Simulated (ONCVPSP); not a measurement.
## What one change does to a pseudopotential (chlorine (Cl), ONCV)

Cl, optimised norm-conserving Vanderbilt (ONCV), made with ONCVPSP 4.0.1 (BLYP, scalar-relativistic). Core [Ne], reference 3s2 3p5. Waves: 3s: rc 1.15 bohr, ncon 4, nbas 8, qcut 6.2 1/bohr, 2 projectors, debl 1.5 Ha; 3p: rc 1.55 bohr, ncon 5, nbas 9, qcut 5.8 1/bohr, 2 projectors, debl 4 Ha. Local part: polynomial inside 0.80 bohr (lpopt 5, dvloc0 0 Ha). Core correction: none.

Change: all radii scaled by about 1.29 (s 1.48, p 2.00 bohr); local potential polynomial inside 1.04 bohr (lpopt 5, dvloc0 0 Ha).

Cutoffs: the cutoffs (Ha) at which the residual kinetic energy of the hardest occupied pseudo-wave falls to 1 and 0.1 mHa per electron; they do not see the model core or the augmentation charge, which bear on the density cutoff. Errors are all-electron minus pseudo energies relative to the spin-unpolarised reference configuration.

Question: Predict the effect on cutoff, ghosts and configuration errors.

Answer: The potential gets softer (16 Ha and 48 Ha → 15 Ha and 20 Ha); of the 4 tests that both files solve, the error grows in 0 and shrinks in 4 by more than 15 % and 0.3 meV (median size 35.9 → 22.1 meV); neither file shows a bound ghost. A larger radius leaves more room for a smooth pseudo-wave, so fewer plane waves are needed. That the errors move this way runs against the usual rule that smaller radii transfer better.

```tsv
quantity	base	changed
cutoff, loose	16 Ha	15 Ha
cutoff, tight	48 Ha	20 Ha
loose cutoff by channel	s 16 Ha, p 7.9 Ha	s 15 Ha, p 7.5 Ha
bound ghosts	none	none
GHOST(+) flags under 300 eV	s at 93.0 eV	s at 204.7 eV
error for 3s2 3p4, meV [ΔE 13.73 eV]	+0.7	0.0
error for 3s2 3p3, meV [ΔE 39.03 eV]	+13	+6.9
error for 3s2 3p2, meV [ΔE 77.20 eV]	+59	+37
error for 3s2 3p1, meV [ΔE 129.35 eV]	+189	+129
```
